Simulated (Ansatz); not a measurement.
ZnCl2. Total charge 0; singlet. Geometry relaxed at PBE-D4/def2-TZVP.

```xyz
3

Zn    0.001    0.000    0.000
Cl    0.434   -0.118    2.041
Cl   -0.434    0.118   -2.041
```

(1) Estimate the harmonic wavenumbers at RKS PBE-D4/def2-TZVP (Ansatz, unscaled). Is this a minimum?

Results:

(1) 105, 105, 345, 496 cm⁻¹. Yes, no mode is imaginary beyond noise. Zero-point energy 6.3 kJ/mol. It took 11 s on 4 threads of Arm Neoverse N1 on a shared host.
